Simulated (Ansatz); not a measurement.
Basis-set extrapolation for `F[SiH]1CS1` (PBE0-D4/def2-TZVP geometry, frozen core, Ansatz 0.2.0). Multiplicity 1, RHF reference.

```json
{"": "HF", "def2-TZVPP": "-825.664038", "def2-QZVPP": "-825.690935"}
{"": "MP2 correlation", "def2-TZVPP": "-0.705606", "def2-QZVPP": "-0.765988"}
{"": "CCSD(T) correlation", "def2-TZVPP": "-0.766733", "def2-QZVPP": "not run"}
```

Energies in hartree. Use E(X) = E(∞) + A·exp(−7.88·√X) for Hartree–Fock and E(X) = E(∞) + B·X^(−2.97) for correlation, with X = 3 and 4, and add CCSD(T) minus MP2 of the smaller set to the MP2 limit.

**Question.** What is the CCSD(T) energy at the basis-set limit?

**Answer.** HF limit: -825.690935 + (-0.026897) × 0.13774 = -825.69464. MP2 limit: -0.765988 + (-0.060382) × 0.74074 = -0.81072. Higher-order term: -0.766733 − (-0.705606) = -0.06113. Total: -826.56649 hartree, 356.3 kJ/mol below CCSD(T)/def2-TZVPP.
